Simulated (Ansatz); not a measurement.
One change: `C[SiH](C)Br` becomes `C[SiH](C)O[SiH3]`.

Ansatz, PBE0-D4/def2-TZVP geometries, multiplicity 1. Each molecule was computed in one conformer, which needn't be the lowest.

Scalar relativity is left out up to krypton.

| property | `C[SiH](C)Br` |
| --- | --- |
| size of the dipole moment (PBE/def2-TZVPP) / D | 2.19 |
| HOMO energy (PBE/def2-TZVPP) / eV | -6.81 |
| HOMO energy (PBE0/def2-TZVPP) / eV | -8.08 |
| LUMO energy (PBE/def2-TZVPP) / eV | -0.33 |
| HOMO–LUMO gap (PBE/def2-TZVPP) / eV | 6.48 |
| HOMO energy (ωB97M-V/def2-TZVPP) / eV | -10.30 |

Q: What does the change do to each property? (Estimate.)

A: Computed: 
```tsv
property	`C[SiH](C)O[SiH3]`	shift
size of the dipole moment (PBE/def2-TZVPP) / D	0.97	-1.22
HOMO energy (PBE/def2-TZVPP) / eV	-6.91	-0.10
HOMO energy (PBE0/def2-TZVPP) / eV	-8.29	-0.21
LUMO energy (PBE/def2-TZVPP) / eV	-0.58	-0.25
HOMO–LUMO gap (PBE/def2-TZVPP) / eV	6.33	-0.15
HOMO energy (ωB97M-V/def2-TZVPP) / eV	-10.57	-0.27
```

With PBE0 the HOMO falls by 0.21 eV and the LUMO falls by 0.31 eV, so the gap narrows by about 0.10 eV. PBE moves the HOMO by -0.10 eV and ωB97M-V by -0.27 eV. Dipoles are sizes alone; their direction can turn.

Spin–orbit coupling is left out; it splits and shifts lone-pair levels of the heavy atoms by tenths of an eV.
